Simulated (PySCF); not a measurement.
Working with the constants of RbBr

PBE0 constants of RbBr, ¹Σ⁺ (singlet), closed shell (PySCF, spin-free X2C with a Gaussian nucleus, basis sets Rb x2c-TZVPall, Br x2c-TZVPall; masses 84.9118 and 78.9183 u):

| Property | Result |
| --- | --- |
| ωe | 169.7 cm⁻¹ |
| ωexe | 0.475 cm⁻¹ |
| Be | 0.047798 cm⁻¹ |
| αe | 0.000189 cm⁻¹ |
| D (centrifugal) | 1.52e-08 cm⁻¹ |
| De to Rb + Br | 3.92 eV |

Problem. Estimate the standard entropy (1 bar) and heat capacity of the ideal gas at 298.15 K, rigid rotor with B0 and harmonic oscillator at the fundamental.

Solution. Translation (Sackur–Tetrode, M = 163.83 u): 172.4 J/(mol K). Rotation: q = kT/(σB0) = 4340 with σ = 1, 78.0. Vibration: x = hcν0/kT = 0.814, 10.25. S° = 260.7 J/(mol K); Cp = 7R/2 + 7.87 = 37.0 J/(mol K).

Measured values (Huber and Herzberg, Constants of Diatomic Molecules (1979)): ωe = 169.46 cm⁻¹, ωexe = 0.463 cm⁻¹, Be = 0.04752798 cm⁻¹, αe = 0.00018596 cm⁻¹.
